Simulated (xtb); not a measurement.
F$_{3}$Zr (SMILES [F][Zr+]([F])[F]), charge +1, singlet, at a GFN2-xTB geometry (such geometries of metal compounds can be far from the true shape) (the multiplicity is a formal guess), atoms displaced at random by about 0.1 Å a coordinate. Base run: GFN1-xTB run with xtb.

xtb was given this input:
```
$ xtb mol.xyz --gfn 1 --chrg 1 --opt --json

# file mol.xyz
4

Zr     0.13463995     0.18298462     0.18131135
F      1.67827602    -0.53729605    -0.33170797
F     -0.76626215    -0.65978396     1.47440795
F     -0.99216231    -0.03342736    -1.27675109
```

Each row names what was changed in the base input (with any setting that the change needs).

| change | ΔE vs base (mEh) | optimiser steps |
|---|---|---|
| base | 0.000 | 10 |
| engine = inertial | 0.013 | - |
| opt level = crude | 0.135 | 6 |
| engine = lbfgs | 0.000 | - |
| opt level = tight | 0.000 | 10 |
| opt level = loose | 0.001 | 9 |
| opt level = sloppy | 0.031 | 8 |
| alpb = water | ___ | 11 |
| opt level = vtight | 0.000 | 12 |
| opt level = extreme | 0.000 | 12 |

### Question
Fill in the missing entries.

### Answer

- alpb = water, ΔE vs base (mEh): -77.442
